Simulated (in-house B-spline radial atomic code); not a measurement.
Results of a calculation; reference values are marked as such.
Correlation energy from the adiabatic connection: −Z/r, Z = 7.25

Two electrons in a singlet, external potential −Z/r, Z = 7.25 (atomic units). Full CI in B-splines (partial waves to l = 8, correlation up to 0.6 % small) with the density held fixed gives W(λ) = <V_ee>_λ − U, and E_c is the integral of W(λ) − W(0) from 0 to 1.

```tsv
λ	W(λ) − W(0) (hartree)
0	0.00000
0.02	-0.00187
0.05	-0.00466
0.12	-0.01114
0.25	-0.02305
0.4	-0.03659
0.6	-0.05432
0.8	-0.07168
1	-0.08870
```

(1) Integrate the table by the trapezoid rule.

(2) Now use only three numbers: W(0) = -4.3085, the initial slope W'(0) = -0.09341 (extrapolated from the first points) and the strong-coupling limit of the point-charge-plus-continuum model, W∞ = -6.1176. What do second-order theory and the interpolation W(λ) = W∞ + (W(0) − W∞)/√(1 + 2χλ) of Seidl, Perdew and Levy give?

Answers

(1) The strips give -0.00002, -0.00010, -0.00055, -0.00222, -0.00447, -0.00909, -0.01260, -0.01604, which sum to -0.04509 hartree. The direct value, W(1) − W(0) + T_c with T_c = 0.04358, is -0.04512; the curve is convex, so chords lie above it and the trapezoids fall short in size by 0.05 %.

(2) Second order keeps the slope alone: E_c = W'(0)/2 = -0.04671, +4 % in size against -0.04512. Matching the slope fixes χ = W'(0)/(W∞ − W(0)) = -0.09341/(-1.80910) = 0.05163. Integrating, with s = √(1 + 2χ) = 1.050365, E_c = −(W(0) − W∞)(s − 1)/(s + 1) = −1.80910 × 0.050365/2.050365 = -0.04444 hartree, -1.5 % in size against the full result. At λ = 1 the formula gives W − W(0) = -0.08675 against -0.08870. Part of the miss can come from the model's W∞.
